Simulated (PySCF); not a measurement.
Bonding in `C1=CCC(C2CC2)=C1`

C8H10.
Atom-mapped SMILES: `[CH:1]1=[CH:2][CH2:3][C:4]([CH:5]2[CH2:6][CH2:7]2)=[CH:8]1` (hydrogens: H9 on C1; H10 on C2; H11, H12 on C3; H13 on C5; H14, H15 on C6; H16, H17 on C7; H18 on C8)

Geometry (GFN2-xTB, Å), atoms numbered from 1 in this order:
```
atom  x, y, z in Å
C1     2.3317   -0.6727   -0.0296
C2     2.5175    0.6503   -0.1254
C3     1.1901    1.3316   -0.1796
C4     0.2202    0.1887   -0.0968
C5    -1.2311    0.4003   -0.1108
C6    -2.1395   -0.5966   -0.7878
C7    -2.1384   -0.4922    0.6996
C8     0.9167   -0.9615   -0.0115
H9     3.0951   -1.4289    0.0273
H10    3.4512    1.1810   -0.1616
H11    1.0633    1.8996   -1.1038
H12    1.0559    2.0308    0.6485
H13   -1.5217    1.4423   -0.1838
H14   -2.9911   -0.2197   -1.3337
H15   -1.6781   -1.4615   -1.2383
H16   -1.6765   -1.2855    1.2663
H17   -2.9898   -0.0429    1.1882
H18    0.5158   -1.9568    0.0613
```

Bond orders from the PBE0/pcSseg-1 density (PySCF). Geometry: GFN2-xTB, one conformer, isolated molecule.

Q: How far do the computed orders between heavy atoms stray from the drawn ones?

A: The largest departure is 0.269, at C4–C8 (drawn double, 1.731). Drawn single, order above 1.12: C8–C1 (1.123).

Q: Set the Mayer orders of the bonds beside their lengths.

A: 
| bond | drawn as | length (Å) | Mayer order |
| --- | --- | --- | --- |
| C1–C2 | double | 1.339 | 1.766 |
| C2–C3 | single | 1.493 | 1.059 |
| C3–C4 | single | 1.501 | 1.054 |
| C4–C5 | single | 1.467 | 1.046 |
| C5–C6 | single | 1.509 | 0.932 |
| C6–C7 | single | 1.491 | 0.979 |
| C4–C8 | double | 1.347 | 1.731 |
| C8–C1 | single | 1.444 | 1.123 |
| C7–C5 | single | 1.509 | 0.933 |
| C1–H9 | single | 1.076 | 0.983 |
| C2–H10 | single | 1.075 | 0.983 |
| C3–H11 | single | 1.092 | 0.910 |
| C3–H12 | single | 1.092 | 0.911 |
| C5–H13 | single | 1.084 | 0.950 |
| C6–H14 | single | 1.080 | 0.955 |
| C6–H15 | single | 1.079 | 0.953 |
| C7–H16 | single | 1.079 | 0.953 |
| C7–H17 | single | 1.080 | 0.955 |
| C8–H18 | single | 1.076 | 0.991 |

Bonds between the same two heavy elements. C–C: lowest C5–C6 and C7–C5 (0.932, 1.509 Å), highest C1–C2 (1.766, 1.339 Å); in 1 of the 36 pairs the longer bond (by over 0.003 Å) has the higher order (by 0.02 or more). Bonds named together lie within 0.004.

Q: Sum the orders of all bonds at each heavy atom with more than one neighbour and set the sums beside the valence in the SMILES.

A: C1 3.872 (drawn 4), C2 3.808 (drawn 4), C3 3.934 (drawn 4), C4 3.831 (drawn 4), C5 3.861 (drawn 4), C6 3.819 (drawn 4), C7 3.820 (drawn 4), C8 3.845 (drawn 4). Orders between atoms that aren't bonded are not in these sums.

For a closed shell the Mayer order of atoms A and B is Σ (PS)μν (PS)νμ over the basis functions μ on A and ν on B, with P the density and S the overlap matrix.
